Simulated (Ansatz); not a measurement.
One change: `[OH][Ti]([OH])([OH])[Br]` becomes `[NH2][Ti]([OH])([OH])[OH]`.

Ansatz, PBE0-D4/def2-TZVP geometries, multiplicity 1. Each molecule was computed in one conformer, which needn't be the lowest.

Scalar relativity is left out up to krypton. Spin–orbit coupling is left out; it splits and shifts lone-pair levels of the heavy atoms by tenths of an eV.

```json
{"property": "HOMO energy (ωB97M-V/def2-TZVPP) / eV", "`[OH][Ti]([OH])([OH])[Br]`": "-10.34"}
{"property": "LUMO energy (B3LYP/def2-TZVPP) / eV", "`[OH][Ti]([OH])([OH])[Br]`": "-2.32"}
{"property": "size of the dipole moment (B3LYP/def2-TZVPP) / D", "`[OH][Ti]([OH])([OH])[Br]`": "2.74"}
{"property": "LUMO energy (PBE/def2-TZVPP) / eV", "`[OH][Ti]([OH])([OH])[Br]`": "-2.98"}
{"property": "size of the dipole moment (PBE/def2-TZVPP) / D", "`[OH][Ti]([OH])([OH])[Br]`": "2.73"}
{"property": "LUMO energy (ωB97M-V/def2-TZVPP) / eV", "`[OH][Ti]([OH])([OH])[Br]`": "0.15"}
```

Task: Give the same properties after the change, and the shifts. (An estimate is asked.)

Result: The calculation gave: 
| property | `[NH2][Ti]([OH])([OH])[OH]` | shift |
| --- | --- | --- |
| HOMO energy (ωB97M-V/def2-TZVPP) / eV | -9.80 | 0.54 |
| LUMO energy (B3LYP/def2-TZVPP) / eV | -1.37 | 0.95 |
| size of the dipole moment (B3LYP/def2-TZVPP) / D | 1.49 | -1.25 |
| LUMO energy (PBE/def2-TZVPP) / eV | -2.08 | 0.90 |
| size of the dipole moment (PBE/def2-TZVPP) / D | 1.43 | -1.30 |
| LUMO energy (ωB97M-V/def2-TZVPP) / eV | 0.95 | 0.80 |

With PBE0 the HOMO rises by 0.74 eV and the LUMO rises by 0.99 eV, so the gap widens by about 0.25 eV. PBE moves the HOMO by 0.84 eV and ωB97M-V by 0.54 eV. The zero-point energy changes by 63.8 kJ/mol with +6 modes. Dipoles are sizes alone; their direction can turn.

B3LYP here is the variant with VWN-RPA as its local correlation; programs differ in this.
